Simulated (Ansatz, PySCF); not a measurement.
Dimer: disiloxane (SMILES [SiH3]O[SiH3]) (first 9 atoms) with hydrogen (SMILES [H][H]); geometry from B3LYP-D3(BJ)/def2-TZVP, rigid monomers moved along the line of their centres of mass till O2···H10 is 2.39 Å.
(charge 0, multiplicity 1):
```xyz
11

Si    -0.647    -1.271    -0.335
O     -0.007     0.045     0.403
Si     0.958     1.364     0.287
H     -1.626    -1.886     0.585
H     -1.322    -0.871    -1.591
H      0.423    -2.246    -0.650
H      2.364     0.947     0.075
H      0.849     2.128     1.547
H      0.527     2.210    -0.851
H     -0.586    -0.151     2.715
H     -0.723    -0.246     3.441
```

Interaction energies are E(AB) − E(A) − E(B) at the monomers' geometry in the complex; basis-set methods are counterpoise corrected. Rows marked so take none.

Rows in 3-21G carry no dispersion term and start afresh at each structure.

Programs: Ansatz (Gaussian orbitals); PySCF for 3-21G rows. 

### Question
One of these levels gives -1.2 kJ/mol for the interaction energy. Which one is it?
A) B3LYP/3-21G (no counterpoise)
B) HF/3-21G (no counterpoise)
C) PBE/def2-TZVPPD

### Answer
B, HF/3-21G (no counterpoise). The others give 0.2 (PBE/def2-TZVPPD), -4.1 (B3LYP/3-21G (no counterpoise))

Ansatz is a program for electronic structure.
